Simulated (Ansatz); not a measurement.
Geometry optimisation, RKS r2SCAN-D4/STO-3G in Ansatz.

The input (input.yaml):

```yaml
crystal:
  periodic: [false, false, false]
  atoms:
    - { symbol: Si, position_ang: [0.0, 0.0, 0.0] }
    - { symbol: C, position_ang: [0.0, 0.0, 1.87] }
    - { symbol: H, position_ang: [-0.9996, -0.3092, 2.2405] }
    - { symbol: H, position_ang: [0.7676, -0.7111, 2.2405] }
    - { symbol: H, position_ang: [0.232, 1.0203, 2.2405] }
    - { symbol: "N", position_ang: [1.7163, 0.0, -0.6061] }
    - { symbol: C, position_ang: [2.4072, -1.273, -0.8567] }
    - { symbol: H, position_ang: [1.7433, -1.947, -1.4373] }
    - { symbol: H, position_ang: [3.3364, -1.083, -1.4334] }
    - { symbol: H, position_ang: [2.6645, -1.7518, 0.1112] }
    - { symbol: C, position_ang: [2.4114, 1.273, -0.8449] }
    - { symbol: H, position_ang: [3.0382, 1.1875, -1.757] }
    - { symbol: H, position_ang: [1.6647, 2.0824, -0.9844] }
    - { symbol: H, position_ang: [3.0569, 1.5118, 0.0259] }
    - { symbol: "N", position_ang: [-0.8572, 1.4851, -0.6061] }
    - { symbol: C, position_ang: [-2.2719, 1.4087, -0.9981] }
    - { symbol: H, position_ang: [-2.8245, 0.7784, -0.2704] }
    - { symbol: H, position_ang: [-2.7088, 2.429, -1.0098] }
    - { symbol: H, position_ang: [-2.3521, 0.9607, -2.0106] }
    - { symbol: C, position_ang: [-0.1354, 2.762, -0.7039] }
    - { symbol: H, position_ang: [-0.2436, 3.1711, -1.73] }
    - { symbol: H, position_ang: [-0.5567, 3.4827, 0.0276] }
    - { symbol: H, position_ang: [0.9399, 2.5975, -0.4831] }
    - { symbol: H, position_ang: [-0.6877, -1.1914, -0.4862] }
basis:
  gaussian: { orbitals: STO-3G }
hamiltonian:
  xc: r2scan
  dispersion: d4
relax:
  f_tol: 0.02
  max_steps: 40
```

Run as:

```bash
$ ansatz run input.yaml --threads 1 --pin off --max-ram 2048MiB --backend cpu --events-out ev --progress --plain --runs-dir out
```

Task: Where does it end, and by what steps?

Result: It converged. Limits of this set-up: minimal basis. After 17 steps the energy has fallen by 2.188 eV; H23 moved furthest, 1.87 Å.

| step | energy less start (eV) | largest force component (eV/Å) | accepted |
| --- | --- | --- | --- |
| 0 | 0.0000 | 2.921 | yes |
| 1 | -1.2275 | 0.750 | yes |
| 2 | -1.5428 | 0.530 | yes |
| 3 | -1.7270 | 0.506 | yes |
| 4 | -1.8159 | 0.724 | yes |
| 5 | -1.9428 | 0.281 | yes |
| 6 | -2.0223 | 0.458 | yes |
| 7 | -2.0683 | 0.676 | yes |
| 8 | -2.1105 | 0.592 | yes |
| 9 | -2.1195 | 0.414 | yes |
| 10 | -2.1581 | 0.283 | yes |
| 11 | -2.1746 | 0.113 | yes |
| 12 | -2.1805 | 0.187 | yes |
| 13 | -2.1841 | 0.089 | yes |
| 14 | -2.1864 | 0.025 | yes |
| 15 | -2.1873 | 0.034 | yes |
| 16 | -2.1875 | 0.032 | yes |
| 17 | -2.1877 | 0.013 | yes |

```xyz
24
Properties=species:S:1:pos:R:3
Si -0.005 0.147 0.219
C 0.622 0.521 1.947
H -0.217 0.675 2.635
H 1.222 -0.312 2.331
H 1.248 1.419 1.974
N 1.297 0.012 -0.997
C 1.867 -1.364 -1.147
H 1.048 -2.087 -1.293
H 2.522 -1.395 -2.037
H 2.476 -1.702 -0.279
C 2.421 0.985 -0.828
H 3.069 0.962 -1.724
H 2.016 2.005 -0.723
H 3.069 0.780 0.053
N -1.191 1.393 -0.213
C -1.802 1.182 -1.564
H -2.176 0.147 -1.637
H -2.655 1.872 -1.693
H -1.097 1.355 -2.406
C -0.748 2.816 -0.093
H -0.032 3.137 -0.881
H -1.629 3.479 -0.164
H -0.277 2.974 0.891
H -0.707 -1.117 0.166
```

Run time: 4.5 min on 1 thread of Arm Neoverse V1, on a shared host, peak memory 0.19 GiB.
